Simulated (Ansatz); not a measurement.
input.yaml

```yaml
crystal:
  periodic: [false, false, false]
  atoms:
    - { symbol: B, position_ang: [0.077857, -0.328283, -0.387088] }
    - { symbol: H, position_ang: [-0.395217, -0.078215, 1.951875] }
    - { symbol: H, position_ang: [0.985881, 0.431856, -0.211586] }
    - { symbol: Cl, position_ang: [-1.462669, 0.32628, -1.006028] }
    - { symbol: O, position_ang: [0.250474, -1.680519, -0.183608] }
    - { symbol: Si, position_ang: [-0.845315, -2.947679, -0.491992] }
    - { symbol: H, position_ang: [-0.097942, -4.199346, -0.167478] }
    - { symbol: H, position_ang: [-2.045954, -2.820724, 0.394283] }
    - { symbol: H, position_ang: [-1.254223, -2.947786, -1.930411] }
    - { symbol: H, position_ang: [-0.141493, -0.720783, 1.781734] }
basis:
  gaussian: { orbitals: "6-31G*" }
hamiltonian:
  xc: pbe
  dispersion: d4
relax:
  f_tol: 0.03
  max_steps: 50
output:
  orbitals: {}
```

Run as:

```bash
$ ansatz run input.yaml --threads 1 --pin off --max-ram 2048MiB --backend cpu --events-out ev --progress --plain --runs-dir out
```

Hardware: 1 thread of Arm Neoverse V2, with other jobs on the host.

Q: Roughly how long does this run take, and how much memory?

A: 46 s, with a peak of 0.14 GiB, for 18 ionic steps.
